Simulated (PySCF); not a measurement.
Cartesian coordinates in Å; atom numbers follow the order of the lines, from 1:
```xyz
17

C    -1.9681   -1.8191    0.4842
C    -0.9434   -1.4142   -0.2537
P    -0.0822    0.1032    0.1783
O    -0.6279    0.7922    1.3685
C    -0.1294    1.0832   -1.3275
C    -0.6247    2.3126   -1.2927
C     1.6388   -0.3895    0.3382
C     2.2977   -0.1179    1.4564
H    -2.5180   -2.7261    0.2557
H    -2.2820   -1.2370    1.3449
H    -0.6137   -1.9772   -1.1237
H     0.2470    0.6483   -2.2504
H    -0.6741    2.9350   -2.1799
H    -0.9966    2.7247   -0.3600
H     2.1147   -0.9100   -0.4894
H     3.3361   -0.4000    1.5945
H     1.7993    0.4011    2.2689
```

Geometry: PBE0-D3(BJ)/def2-TZVP; GIAO shifts from PySCF 2.14.0 with density-fitted response routines, gas phase, non-relativistic, averaged over equivalent atoms.

At wB97X-D/pcSseg-2 (421 basis functions):
```csv
atoms,δ (ppm)
C1/C6/C8,146.6
C2/C5/C7,145.1
P3,-1.7
O4,34.5
H10/H14/H17,6.94
H11/H12/H15,6.49
H9/H13/H16,6.41
```

Scale: TMS for 13C (186.29 ppm), 1H (31.63 ppm); 31P (307.14 ppm) vs H3PO4; 17O (328.24 ppm) vs H2O (reference shieldings calculated alike).

Task: What do these become at B97-2/pcSseg-2?

Result: 
```csv
atoms,δ at B97-2/pcSseg-2,change
C1/C6/C8,141.5,-5.1
C2/C5/C7,140.4,-4.7
P3,1.0,+2.7
O4,34.4,-0.1
H10/H14/H17,6.84,-0.10
H11/H12/H15,6.47,-0.02
H9/H13/H16,6.33,-0.08
```

References, each an isolated molecule treated in the same way: TMS for 13C (185.38 ppm), 1H (31.64 ppm); H3PO4 for 31P (317.21 ppm); 17O (327.66 ppm) vs H2O.

The largest change is at C1/C6/C8 (terminal =CH2 carbon). Cost: 421 basis functions.

Experimental scales use liquid or dissolved standards, which lie at an offset from isolated H2O (liquid H2O: subtract about 36 ppm) and H3PO4.
